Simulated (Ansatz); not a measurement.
**GeCl2 (SMILES Cl[Ge]Cl): the energy, rung by rung**

GeCl2 has 3 atoms, charge 0, and is taken as a singlet. As SMILES, `Cl[Ge]Cl`. Geometry: optimised at wB97X-V/def2-SVP.

```xyz
3

Cl   -0.0642   -1.6779    0.4238
Ge   -0.4223    0.0673   -0.8341
Cl    0.4865    1.6106    0.4103
```

Each level gives the dissociation energy of the Ge2–Cl1 bond into doublet GeCl and doublet Cl (shapes relaxed at wB97X-V/def2-SVP, no zero-point term) (eV). The values are calculated.

| level | kind | program | value (eV) | CPU time (all runs) |
| --- | --- | --- | --- | --- |
| HF/def2-TZVPP | Hartree–Fock | Ansatz | 2.90 | 2.5 s |
| BLYP/def2-TZVPP | GGA | Ansatz | 4.06 | 2.5 s |
| PBE/def2-TZVPP | GGA | Ansatz | 4.32 | 2.5 s |
| PBE0-D4/def2-TZVPP | global hybrid | Ansatz | 4.23 | 3.4 s |
| CAM-B3LYP/def2-TZVPP | range-separated hybrid | Ansatz | 4.04 | 4.1 s |
| wB97M-V/def2-TZVPP | range-separated hybrid | Ansatz | 4.24 | 9.6 s |
| RPA@PBE/def2-TZVPP | RPA | Ansatz | 3.67 | 4.3 s |
| MP2/def2-TZVPP | perturbation theory | Ansatz | 4.30 | 3.7 s |

All-electron rows without a relativistic Hamiltonian named are non-relativistic. The values span 2.90 to 4.32 eV. Hartree–Fock misses the correlation of the electron pair that is broken and comes out low. Measured bond enthalpies also hold zero-point and thermal terms, a few tenths of an eV less. In the correlated wave-function rows the outer d shell of Ge is correlated, in sets not made for it. CPU times are rough (shared hosts, several kinds of processor): they show what a rung costs within a factor of a few.
